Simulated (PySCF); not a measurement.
Löwdin shares of the frontier orbitals

C5H6F3OP.
SMILES with atom numbers: `[CH2:1]=[CH:2][C@@H:3]1[CH2:4][P@:5]1(=[O:6])[C:7]([F:8])([F:9])[F:10]` (hydrogens: H11, H12 on C1; H13 on C2; H14 on C3; H15, H16 on C4)

Computed, not measured: TDDFT CAM-B3LYP/def2-SVPD, vertical, gas phase, core orbitals frozen in the response in PySCF 2.14.0, density-fitted response routines. The structure is a single PBE0-D3(BJ)/def2-SVP conformer in the gas phase; no vibrational or solvent corrections. Torsions of this conformer, `[CH2:1]=[CH:2][C@@H:3]1[CH2:4][P@:5]1(=[O:6])[C:7]([F:8])([F:9])[F:10]`: C1–C2–C3–C4 -147°, C4–P5–C7–F8 -11°.

Frontier orbitals with the atoms that hold most of them (Löwdin shares over 4%, at most four atoms; ? is withheld):

| orbital | ε (eV) | atoms |
| --- | --- | --- |
| LUMO+2 | 1.21 | H14 17%, C3 14%, C1 13%, H12 10% |
| LUMO+1 | 1.17 | C4 23%, H16 11%, P5 10%, H15 8% |
| LUMO | ? | C1 24%, C2 22%, P5 12%, C3 9% |
| HOMO | -8.72 | ? |
| HOMO-1 | -9.77 | ? |
| HOMO-2 | -10.56 | O6 52%, C2 11%, P5 11%, C1 8% |
| HOMO-3 | -11.99 | C2 23%, C1 17%, C3 15%, H13 12% |

Question: Give the leading atoms of the HOMO.

Answer: C1 (bonded to C and 2 H) 22%; O6 (bonded to P) 18%; C2 (bonded to 2 C and H) 17%; C3 (bonded to 2 C, P and H) 14%. By element: carbon 54% or more, oxygen 18%.

Question: Which atoms hold the HOMO-1, and with what shares?

Answer: O6 (bonded to P) 36%; C4 (bonded to C, P and 2 H) 19%; P5 (bonded to 3 C and O) 12%; C2 (bonded to 2 C and H) 9%. By element: oxygen 36%, carbon 28% or more, phosphorus 12%.

Question: What is the LUMO energy, and the HOMO–LUMO gap?

Answer: ε(LUMO) = 0.26 eV; the gap is 8.98 eV (0.3299 hartree).

Question: How does S1 compare with the orbital gap of 8.98 eV?

Answer: S1 is at 5.85 eV (f = 0.143), 3.12 eV below the gap, made of HOMO→LUMO (72%). Without the coupling terms of the response equations the lowest excitation would equal the gap.

Next come S2 at 6.68 eV (f 0.102), HOMO-1→LUMO (60%), HOMO→LUMO+2 (9%); S3 at 6.84 eV (f 0.117), HOMO→LUMO+2 (73%); S4 at 6.92 eV (f 0.198), HOMO→LUMO+1 (49%), HOMO→LUMO+4 (17%); S5 at 7.22 eV (f 0.024), HOMO→LUMO+3 (69%), HOMO→LUMO+1 (11%).
